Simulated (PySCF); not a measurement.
**Br²⁺: ionisation energy**

Br²⁺ [Ar] 3d10 4s2 4p3 (4S) → Br³⁺ [Ar] 3d10 4s2 4p2 (3P), as a difference of total energies. All numbers are calculated (PySCF 2.14, scalar relativity by spin-free X2C-1e, in aug-cc-pVDZ-DK (6s5p3d, 36 functions)). Correlated levels: valence: [Ar] 3d10 frozen. The calculations carry no spin-orbit coupling.

Q: Order these methods by the ionisation energy they give, lowest first.
A. wB97X
B. ROHF
C. r2SCAN
D. B2PLYP

A: B (34.714 eV), A (34.952 eV), D (35.024 eV), C (35.447 eV).

A first-order spin-orbit estimate (lowest level to lowest level, LS coupling) adds -0.413 eV.

Errors of the correlated levels include the incompleteness of this basis and the frozen core.

For comparison: 34.871 ± 0.019 eV (measured; NIST Atomic Spectra Database, ionization energies).
